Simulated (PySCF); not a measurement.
**Trend along the fifth-period p block: MI molecules**

PBE with triple-zeta basis sets in PySCF, for the lowest determinant that a PBE0 search found; no spin–orbit coupling. De refers to high-spin ground-configuration atoms. A positive dipole means M(−)I(+).

```tsv
M	basis	state (unpaired electrons)	Re (Å)	ωe (cm⁻¹)	De (eV)	μ (D)
In	x2c-TZVPPall	singlet (closed shell)	2.792	170	3.76	-3.20
Sn	x2c-TZVPPall	doublet (π ↑)	2.740	190	3.25	-1.94
Sb	def2-TZVPP	triplet (π ↑↑)	2.705	202	2.60	-1.24
Te	x2c-TZVPPall	doublet (π ↑)	2.676	213	2.46	-0.19
I	x2c-TZVPPall	singlet (closed shell)	2.694	211	2.21	n/a
```

Task: By what factor does the harmonic wavenumber vary along the series?

Result: At PBE it runs from 170 cm⁻¹ (InI) to 213 cm⁻¹ (TeI), a factor of 1.25.

The rows differ in basis set, which adds steps of its own.

The state changes along the series, so neighbouring rows are not always alike in their bonding.

These are scalar-relativistic numbers at best; spin–orbit coupling would shift them, the dissociation energy most. States were picked by a PBE0 search and need not be the measured ground states.
